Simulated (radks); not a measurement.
Results of a calculation; reference values are marked as such.
Species: Mn4+. Configuration: [Ar] 3d1 4s2 (not the ground configuration). Level of theory: scalar-relativistic Kohn-Sham, PBE, spin-unpolarised, spherical densities, point nucleus (a radial shooting solver on a logarithmic mesh with Libxc functionals).

Unscreened Slater integrals over Kohn-Sham orbitals (eV).

integral,value
"F0(4s,4s)",12.103
"F0(4s,3d)",15.087
"G2(4s,3d)",1.5988
"F0(4s,3p)",15.191
"G1(4s,3p)",1.2799
"F0(4s,3s)",15.252
"G0(4s,3s)",0.93863
"F0(3d,3d)",28.134
"F2(3d,3d)",13.709
"F4(3d,3d)",8.6782
"F0(3d,3p)",28.550
"F2(3d,3p)",13.946
"G1(3d,3p)",16.955
"G3(3d,3p)",10.558
"F0(3d,3s)",28.996
"G2(3d,3s)",13.112
"F0(3p,3p)",29.226
"F2(3p,3p)",14.777
"F0(3p,3s)",29.660
"G1(3p,3s)",19.743
"F0(3s,3s)",30.138

Derived for the open shells (J is the average intra-shell exchange parameter used in DFT+U). 3d: Racah B = F2/49 - 5 F4/441 = 0.1814 eV, C = 35 F4/441 = 0.6887 eV, C/B = 3.80, F4/F2 = 0.633, J = (F2 + F4)/14 = 1.599 eV.
